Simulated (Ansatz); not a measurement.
`OC[SiH2]O[SiH3]` + `CC(N)O` → `N[SiH2]CO` + `CC(O)O[SiH3]`  (formal exchange of groups at the Si–O bond)

Isolated molecules relaxed with PBE0-D4/def2-TZVP in Ansatz; ΔE leaves out vibrations. CCSD(T)/CBS is the MP2 limit (def2-TZVPP, def2-QZVPP) plus CCSD(T) − MP2 in def2-TZVPP, frozen cores. DFT in def2-TZVPP. One conformer a species, not always the lowest.

`OC[SiH2]O[SiH3]`:

Cartesian coordinates in Å:
```
O 0.426 -0.318 -1.652
C 0.623 -1.335 -0.678
Si 0.930 -0.451 0.954
O -0.303 0.583 1.239
Si -1.321 1.603 0.458
H 0.164 -0.721 -2.483
H -0.262 -1.980 -0.581
H 1.474 -1.986 -0.928
H 2.211 0.298 0.890
H 0.986 -1.448 2.054
H -0.570 2.561 -0.391
H -2.073 2.352 1.497
H -2.285 0.843 -0.379
```

`CC(N)O`:

Z-matrix (Å, degrees):
```
C
C 1 1.510
H 1 1.090 2 110.4
H 1 1.090 2 110.2 3 121.1
H 1 1.093 2 109.7 3 -119.0
N 2 1.435 1 110.4 3 -179.5
O 2 1.426 1 106.0 3 55.8
H 2 1.098 1 109.8 3 -61.9
H 6 1.012 2 112.1 1 175.4
H 6 1.013 2 110.5 1 -63.8
H 7 0.961 2 108.3 1 -175.5
```

`N[SiH2]CO`:

```xyz
11

N     0.235   -1.224    0.946
Si    0.818   -0.179   -0.307
C    -0.499    1.159   -0.469
O    -1.789    0.570   -0.437
H     0.375   -2.217    0.853
H     0.328   -0.949    1.912
H     0.901   -1.021   -1.528
H     2.151    0.438   -0.038
H    -0.385    1.912    0.327
H    -0.397    1.697   -1.417
H    -1.737   -0.187    0.160
```

`CC(O)O[SiH3]`:

```xyz
13

C    -1.066   -1.252   -0.005
C     0.148   -0.568    0.569
O     0.201   -0.864    1.925
O     0.068    0.835    0.416
Si    0.570    1.658   -0.916
H    -1.959   -0.879    0.498
H    -0.994   -2.330    0.147
H    -1.148   -1.051   -1.075
H     1.066   -0.916    0.064
H     0.936   -0.376    2.308
H     1.945    1.225   -1.296
H    -0.324    1.426   -2.083
H     0.557    3.092   -0.552
```

CCSD(T)/CBS gives +0.71 eV.

Task: Another level gave +0.63 eV. Which?
A. SCS-MP2/def2-TZVPP
B. r2SCAN-D4/def2-TZVPP
C. PBE-D4/def2-TZVPP
D. CCSD(T)/def2-TZVPP

Result: B. r2SCAN-D4 0.63, PBE-D4 0.57, CCSD(T)/def2-TZVPP 0.70, SCS-MP2/def2-TZVPP 0.75 eV.

Largest T1 diagnostic among the species: 0.011.

From PBE to PBE0 (25 % exact exchange), in def2-TZVPP and without D4, ΔE moves by +0.06 eV. In def2-TZVPP, CCSD(T) changes the Hartree–Fock value by −0.12 eV (the triples alone add −0.03 eV) and MP2 by −0.09 eV.
